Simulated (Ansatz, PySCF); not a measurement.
Spin states of H2IrO2 (SMILES [OH][Ir][OH]), each relaxed with B3LYP-D3(BJ)/def2-TZVP.
State 1 (charge 0, multiplicity 4):
```xyz
5

Ir     0.004    -0.303    -0.061
O      1.541     0.000    -1.116
H      1.632     0.766    -1.694
O     -1.540    -0.484     1.014
H     -1.691     0.051     1.800
```
State 2 (charge 0, multiplicity 2):
```
atom    x (Å)    y (Å)    z (Å)
----  -------  -------  -------
Ir     0.0460  -0.3501  -0.0281
O      1.3852  -0.0555  -1.2466
H      1.6272   0.8332  -1.5398
O     -1.3044  -0.5642   1.1878
H     -1.8079   0.1663   1.5694
```

```tsv
level	energy of the multiplicity-2 state less that of the multiplicity-4 state (kcal/mol)	cost
SVWN5/def2-TZVPP	-10.14	×0.3
PBE-D4/def2-TZVPP	-4.76	×1
BLYP/def2-TZVPP	-4.56	×1
BLYP-D4/def2-TZVPP	-4.61	×1
r2SCAN/def2-TZVPP	1.21	×2
r2SCAN-D3(BJ)/def2-TZVPP	1.20	×2
r2SCAN-D4/def2-TZVPP	1.20	×2
B97M-V/def2-TZVPP	3.59	×3
r2SCANh/def2-TZVPP	2.87	×2
B3LYP/def2-TZVPP	-0.29	×0.9
B3LYP-D3(BJ)/def2-TZVPP	-0.31	×0.9
B3LYP-D4/def2-TZVPP	-0.33	×0.9
BHLYP/def2-TZVPP	6.77	×1
CAM-B3LYP/def2-TZVPP	1.33	×1
CAM-B3LYP-D4/def2-TZVPP	1.31	×1
wB97X-V/def2-TZVPP	-0.26	×3
wB97M-V/def2-TZVPP	1.99	×2
B2PLYP-D3(BJ)/def2-TZVPP	0.33	×2
B2PLYP-D4/def2-TZVPP	0.33	×2
CCSD(T)/def2-SVP	1.32	×10
```

The rows run from -10.14 (SVWN5/def2-TZVPP) to 6.77 kcal/mol (BHLYP/def2-TZVPP). The dispersion term adds -0.05 in BLYP-D4, 0.00 in r2SCAN-D3(BJ), -0.01 in r2SCAN-D4. The 10 functionals in def2-TZVPP without D3 or D4 span 16.92, from SVWN5 to BHLYP.

Singlets are restricted, other states unrestricted; no spin–orbit coupling, no relativity up to Kr; see below for the cores. The largest T1 diagnostic is 0.032.

Correlated levels freeze the inner cores; with def2 sets outer-core shells near the valence are correlated too.

Doubts at one or more of the structures used: a spin-contaminated determinant (PBE-D4/def2-TZVPP, r2SCAN/def2-TZVPP, r2SCAN-D3(BJ)/def2-TZVPP, r2SCAN-D4/def2-TZVPP, B97M-V/def2-TZVPP, r2SCANh/def2-TZVPP, B3LYP/def2-TZVPP, B3LYP-D3(BJ)/def2-TZVPP, B3LYP-D4/def2-TZVPP, BHLYP/def2-TZVPP, CAM-B3LYP/def2-TZVPP, CAM-B3LYP-D4/def2-TZVPP, wB97X-V/def2-TZVPP, B2PLYP-D3(BJ)/def2-TZVPP, B2PLYP-D4/def2-TZVPP).

The values were computed with Ansatz (a program for electronic structure) with Gaussian orbitals; PySCF for the dispersion terms. Values without a source in brackets are computed. In def2 rows elements past Kr take small-core potentials, without spin–orbit coupling.

Costs are rough ratios of core time to PBE/def2-TZVPP (about 40 s over the structures, on one shared machine); a dash marks a level with no comparable run of its own.
